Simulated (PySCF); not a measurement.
C$_{2}$H$_{4}$NO, charge -1, singlet, geometry from GFN2-xTB (in this run its highest filled SCF level lies above zero, so its values depend strongly on the basis, on diffuse functions most of all). Base run: PBE/def2-SV(P) in PySCF.

Here is a job for PySCF.
```python
from pyscf import gto, scf, dft

mol = gto.M(
    atom='''
O     0.441030    1.197487    0.476810
C     0.161636    0.062017    0.020882
N     0.951994   -0.887731   -0.386614
C    -1.335458   -0.321731   -0.096760
H    -1.850846    0.400130   -0.732209
H    -1.430953   -1.318667   -0.521020
H    -1.798838   -0.296964    0.890819
H     1.931371   -0.591985   -0.290499
''',
    basis='def2-sv(p)',
    charge=-1,
    spin=0,
    verbose=4,
)

mf = dft.RKS(mol)
mf.xc = 'pbe'
mf.kernel()
```

Variants of this job, named by their change:

```csv
change,ΔE vs base (mEh),fitting functions
base,0.000,-
auxbasis = def2-universal-jfit,-0.237,240
auxbasis = cc-pvtz-jkfit,-0.108,436
auxbasis = even-tempered beta=1.6,-0.084,752
auxbasis = even-tempered beta=2.0,-0.223,512
auxbasis = def2-universal-jkfit,-0.066,376
auxbasis = default (with mf = mf.density_fit()),-0.237,240
auxbasis = def2-svp-ri,-12.586,248
auxbasis = cc-pvqz-jkfit,-0.057,628
auxbasis = even-tempered beta=3.0,-0.785,339
```

A fitting set is made for a task (jfit for Coulomb, jkfit for Coulomb and exchange, ri for correlation) and for a family of orbital bases.
